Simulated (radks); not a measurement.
Q: These are the eigenvalues of the occupied orbitals of an atom or ion with whole-number occupations (Ry). Method: non-relativistic Kohn-Sham, LDA (Slater exchange, Perdew-Wang correlation), spin-unpolarised, spherical densities, point nucleus; computed with a radial shooting solver on a logarithmic mesh with Libxc functionals.

| orbital | eigenvalue |
|---|---|
| 1s | -393.6346 |
| 2s | -46.93607 |
| 2p | -40.16538 |
| 3s | -8.08221 |
| 3p | -6.20933 |
| 3d | -3.25060 |
| 4s | -2.24395 |

Which element is it, and in what charge state? The configuration may be excited.

A: Z = 23, vanadium, charge +3: V3+ in [Ar] 3d1 4s1. The list shows which subshells hold electrons but not how many an open one holds; the 1s level, -196.82 hartree, gives Z - s = 19.8 by -(Z - s)^2/2, which with screening narrows Z to a few neighbours, and the depths of the outer levels then fix element, charge and occupations together.
